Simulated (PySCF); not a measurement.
`InChI=1S/C3H3ClF2O/c1-7-3(6)2(4)5/h1H3/b3-2-`

Geometry (Å), atoms numbered from 1 in this order:
```xyz
10

C    -1.577   -0.237    0.414
O    -0.213   -0.495    0.717
C     0.668    0.310    0.148
F     0.519    1.605    0.404
C     1.680   -0.123   -0.614
F     1.820   -1.406   -0.900
Cl    2.906    0.898   -1.224
H    -2.163   -0.999    0.940
H    -1.757   -0.316   -0.670
H    -1.877    0.762    0.765
```

Method: quadratic response CAM-B3LYP/def2-SVPD first hyperpolarisability, Taylor convention, gas phase in PySCF. Geometry: PBE0-D3(BJ)/def2-SVP.

(1) Give the tensor of the second harmonic β(−2ω;ω,ω) at 1064 nm in the axes of these coordinates.

## Answers

(1) In au, Taylor convention; rows are the first index (the induced dipole):
```csv
,xx,yy,zz,xy,xz,yz
x,+40.9,+0.8,+5.9,-12.3,+13.4,+2.6
y,-12.0,-31.3,-7.8,+1.0,+2.5,+1.2
z,+12.4,+1.4,+36.6,+2.8,+6.0,-7.8
```
Norm of βᵢ = ⅓ Σⱼ (βᵢⱼⱼ + βⱼᵢⱼ + βⱼⱼᵢ): 86.7 au, hyper-Rayleigh value 32.8 au.
